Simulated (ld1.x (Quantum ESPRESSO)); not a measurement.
# What one change does to a pseudopotential (zinc, RRKJ)

Zn, norm-conserving RRKJ (Kleinman–Bylander form), made with ld1.x (Quantum ESPRESSO) 7.5 (LDA (PZ), scalar-relativistic). Core [Ne], reference 3s2 3p6 3d9 4s0 4p0 (charge +3). Waves: 3p (bound): rc 1.10 bohr; 3d (bound): rc 1.45 bohr; 3s (bound): rc 1.10 bohr. Local part: the s channel. Core correction: none. rho0 = 0.001.

Change: all radii scaled by about 0.82 (s 0.90, p 0.90, d 1.18 bohr).

Cutoffs: the cutoffs (Ry, on a coarse ladder) from which the occupation-weighted sum of valence levels, in a spherical-Bessel basis at the reference potential, stays within 10 and 1 mRy of its value at 400 Ry; they do not see the model core or the augmentation charge, which bear on the density cutoff. Errors are all-electron minus pseudo energies relative to the spin-unpolarised reference configuration.

**Question.** What does the change do?

**Answer.** The potential gets harder (120 Ry and 180 Ry → 200 Ry and 300 Ry); of the 9 tests that both files solve, the error grows in 1 and shrinks in 8 by more than 15 % and 0.3 meV (median size 1297.2 → 424.0 meV); neither file shows a bound ghost. A smaller radius makes the pseudo-wave follow the all-electron one further in, where it bends more sharply, so more plane waves are needed.

| quantity | base | changed |
| --- | --- | --- |
| cutoff, loose | 120 Ry | 200 Ry |
| cutoff, tight | 180 Ry | 300 Ry |
| loose cutoff by channel (10 mRy a level) | p 80 Ry, d 80 Ry, s 70 Ry | p 80 Ry, d 120 Ry, s 160 Ry |
| bound ghosts | none | none |
| error for 3s2 3p6 3d10 4s2 4p0, meV [ΔE -69.85 eV] | +1987 | +654 |
| error for 3s2 3p6 3d10 4s1 4p0, meV [ΔE -59.66 eV] | +1302 | +426 |
| error for 3s2 3p6 3d10 4s0 4p0, meV [ΔE -40.89 eV] | +81 | +18 |
| error for 3s2 3p6 3d10 4s0 4p2, meV [ΔE -59.10 eV] | +334 | +100 |
| error for 3s2 3p6 3d9 4s2 4p1, meV [ΔE -57.49 eV] | +3002 | +1020 |
| error for 3s2 3p6 3d10 4s0 4p1, meV [ΔE -53.24 eV] | +269 | +79 |
| error for 3s1 3p6 3d10 4s2 4p0, meV [ΔE 67.62 eV] | +2941 | +1011 |
| error for 3s2 3p6 3d9 4s0 4p0 (spin-polarised), meV [ΔE -0.27 eV] | +11 | +20 |
| error for 3s2 3p6 3d10 4s1 4p0 (spin-polarised), meV [ΔE -59.91 eV] | +1297 | +424 |
